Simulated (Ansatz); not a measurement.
Species: sum formula HSiOBr2 (charge 0, doublet). It need not be the lowest isomer of its formula. 
Coordinates optimised at B3LYP-D3(BJ)/def2-TZVP (Ansatz, a quantum-chemistry and plane-wave program):
```xyz
5

Si    -0.5873    -0.6040     0.2221
Br    -0.3703     1.4003     1.2373
Br     1.1259    -1.0182    -1.1540
O     -1.9405    -0.6028    -0.7035
H     -2.6993    -0.0956    -0.3950
```
Charge 0, spin multiplicity 2.

Basis-set convergence of Hartree-Fock and CCSD correlation energies (hartree) with Ansatz. Valence correlation only, unless marked. UHF or UKS for open shells. No spin-orbit coupling. The frozen core is the preceding noble-gas configuration, with the filled d and f shells of earlier blocks. No relativistic terms.

```csv
basis,functions,E(HF),"E(corr, CCSD)"
def2-SVP,101,-5508.53177,-0.52638
def2-TZVPP,183,…,…
```

### Question
Fill in the missing entries.

### Answer

- def2-TZVPP, E(HF): -5509.37305
- def2-TZVPP, E(corr, CCSD): -0.68537
